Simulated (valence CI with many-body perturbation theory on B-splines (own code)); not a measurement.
The numbers below are computed, except where a source is named.
**Ladder of approximations for Ti14+**

Level of theory: valence CI with perturbative core correlation (CI+MBPT): six valence electrons over a frozen Dirac-Fock core [He], a basis of 9 s, 9 p, 8 d, 6 f, 3 g, 1 h functions for each j, with the one-electron correlation potential Σ1, the two-electron term Σ2, the three-electron term Σ3, Breit, model QED; selected CI, second order for the rest, scaled by the run's own slope (own B-spline code, finite nucleus).

No measured spectrum was set against this ion. As an estimate, levels of excited configurations hold to 0.05 to 0.15 % of their energy, terms of the ground configuration to about 0.5 %. Among the levels kept, up to 2800 cm⁻¹ of a level comes from second order outside the variational space, and about a tenth of that is noise between levels of different J, which matters for small intervals.

Each rung adds one term. CI alone is the Dirac-Coulomb CI over the frozen core; QED comes last and gives the full result, which names the levels. Energies are above 2s2 2p4 3P_2 on the same rung, in eV.

```csv
Level,CI alone
2s2 2p4 3P_1,4.92
2s2 2p4 3P_0,5.26
2s2 2p4 1D_2,13.64
2s2 2p4 1S_0,26.76
2s 2p5 3P°_2,88.87
2s 2p5 3P°_1,92.76
2s 2p5 3P°_0,95.15
2s 2p5 1P°_1,122.21
2p6 1S_0,206.75
2s2 2p3 3s 5S°_2,534.45
2s2 2p3 3s 3S°_1,539.87
2s2 2p3 3s 3D°_1,550.36
2s2 2p3 3s 3D°_2,550.50
2s2 2p3 3s 3D°_3,552.13
2s2 2p3 3s 1D°_2,554.23
2s2 2p3 3p 5P_1,557.46
```

(1) What do these energies become with core correlation, Breit and QED?

(2) How does the ionisation energy move along the ladder, and which term matters most?

Answers

(1) 2s2 2p4 3P_1 4.87 (-0.049); 2s2 2p4 3P_0 5.25 (-0.007); 2s2 2p4 1D_2 13.51 (-0.137); 2s2 2p4 1S_0 26.77 (+0.014); 2s 2p5 3P°_2 88.34 (-0.528); 2s 2p5 3P°_1 92.14 (-0.625); 2s 2p5 3P°_0 94.51 (-0.639); 2s 2p5 1P°_1 121.35 (-0.861); 2p6 1S_0 205.45 (-1.303); 2s2 2p3 3s 5S°_2 534.34 (-0.112); 2s2 2p3 3s 3S°_1 539.73 (-0.140); 2s2 2p3 3s 3D°_1 550.36 (-0.006); 2s2 2p3 3s 3D°_2 550.47 (-0.028); 2s2 2p3 3s 3D°_3 551.83 (-0.296); 2s2 2p3 3s 1D°_2 553.98 (-0.257); 2s2 2p3 3p 5P_1 557.30 (-0.155).

(2) CI alone 943.95, + Σ1 944.19, + Σ2 944.18, + Σ3 944.11, + Breit 943.69, + QED 943.71 eV. The largest step is Breit, -0.42 eV. NIST lists 944.5 ± 1.6 eV (semi-empirical).
